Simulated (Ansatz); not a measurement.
Consider the formal exchange of groups at the Se–Sn bond: `C[O][Sn]([Cl])([Cl])[SeH]` + `[F][GaH][F]` → `[F][Ga]([F])[SeH]` + `C[O][SnH]([Cl])[Cl]`.

Gas-phase electronic energies from Ansatz, PBE0-D4/def2-TZVP geometries. CCSD(T)/CBS is the MP2 limit (def2-TZVPP, def2-QZVPP) plus CCSD(T) − MP2 in def2-TZVPP, frozen cores. DFT in def2-TZVPP. B3LYP here is the variant with VWN-RPA as its local correlation; programs differ in this. Elements past krypton have def2 core potentials. For Ga, Se, Sn outer-core shells are correlated without core-valence functions, which leaves a few kJ/mol of doubt a bond. Scalar relativity is left out up to krypton. One conformer a species, not always the lowest.

```json
{"level": "B3LYP-D4", "ΔE (kJ/mol)": "-13.1"}
{"level": "CCSD/CBS(def2)", "ΔE (kJ/mol)": "-15.0"}
```

Q: What does CCSD(T)/CBS give? (Estimate.)

A: The calculation gave: -13.2 kJ/mol. The listed levels differ from it by 0.1, -1.8 kJ/mol.

Largest T1 diagnostic among the species: 0.015.

The D4 term adds +5.4 kJ/mol with B3LYP and +3.3 kJ/mol with PBE0; it sums over pairs of atoms, weighted by their polarisabilities, and B3LYP, whose exchange is more repulsive, gets the larger term. From PBE to PBE0 (25 % exact exchange), in def2-TZVPP and without D4, ΔE moves by −3.1 kJ/mol. In def2-TZVPP, CCSD(T) changes the Hartree–Fock value by +5.5 kJ/mol (the triples alone add +1.8 kJ/mol) and MP2 by +10.8 kJ/mol.
